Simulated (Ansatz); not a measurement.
Cost and result up the ladder for (H2B-mu-NHMe)3 (C₃H₁₈B₃N₃) (27 atoms). Total charge 0; singlet. Geometry: r2SCAN-D4/def2-SVP.

```xyz
27

B     0.8234    0.1758   -1.1664
H     0.1291    0.5614   -2.0918
H     2.0089    0.0434   -1.4673
N     0.2683   -1.2240   -0.6678
C     0.2757   -2.1830   -1.7920
B    -1.1736   -1.1910   -0.0111
H    -1.4132   -2.2963    0.4703
H    -1.9775   -0.8458   -0.8586
N    -1.1676   -0.1104    1.1572
C    -0.5077   -0.5758    2.3929
B    -0.7115    1.3431    0.6966
H    -1.5023    1.7566   -0.1323
H    -0.6188    2.0639    1.6879
N     0.7155    1.2260    0.0175
C     1.1416    2.5557   -0.4662
H     0.9261   -1.6010    0.0213
H    -0.0493   -3.1760   -1.4480
H     1.2811   -2.2440   -2.2343
H    -0.4269   -1.8235   -2.5545
H    -2.1592    0.0090    1.3770
H     0.5682   -0.7213    2.2089
H    -0.9248   -1.5411    2.7152
H    -0.6116    0.1718    3.1929
H     1.3939    0.9640    0.7393
H     2.1480    2.4965   -0.9067
H     1.1298    3.2831    0.3589
H     0.4341    2.8829   -1.2387
```

Ansatz on 2 threads of AMD EPYC 7R13 on a shared host and a share (18 GiB) of an NVIDIA H100 80GB HBM3. Times are rough, and most runs start from the orbitals of an earlier one. CAM-B3LYP-D4/def2-TZVP serves as the yardstick here, not as an exact answer. Differences are given only for rows in sets of like size (and for xTB, whose basis is part of the method), since another set adds its own error. Binding counts from free atoms at the same level (B doublet, H doublet, N quartet, C triplet; other spins of the atoms weren't run), without zero-point energy or a counterpoise term.

B3LYP takes the VWN-RPA correlation. Correlated methods freeze 9 core orbitals.

Correlated methods converge slowly with the basis.

| level | functions | wall time | binding energy per atom (eV) | difference from CAM-B3LYP-D4/def2-TZVP (eV) |
| --- | --- | --- | --- | --- |
| PBE0-D4/def2-SVP | 216 | 2.3 s | 3.94 | – |
| PBE-D4/def2-SVP | 216 | 3.6 s | 3.98 | – |
| PBE0-D4/def2-TZVP | 387 | 6 s | 3.90 | -0.02 |
| PBE-D4/def2-TZVP (with forces) | 387 | 6 s | 3.94 | 0.03 |
| r2SCAN-D4/def2-TZVP (with forces) | 387 | 6 s | 3.88 | -0.03 |
| B3LYP-D4/def2-TZVP | 387 | 6 s | 3.90 | -0.02 |
| CAM-B3LYP-D4/def2-TZVP | 387 | 7 s | 3.91 | 0.00 |
| r2SCANh-D4/def2-TZVP | 387 | 8 s | 3.86 | -0.05 |
| MP2/def2-TZVP | 387 | 13 s | 3.77 | -0.14 |
| CCSD(T)/def2-TZVPP | 531 | 7.4 min | 3.79 | -0.12 |
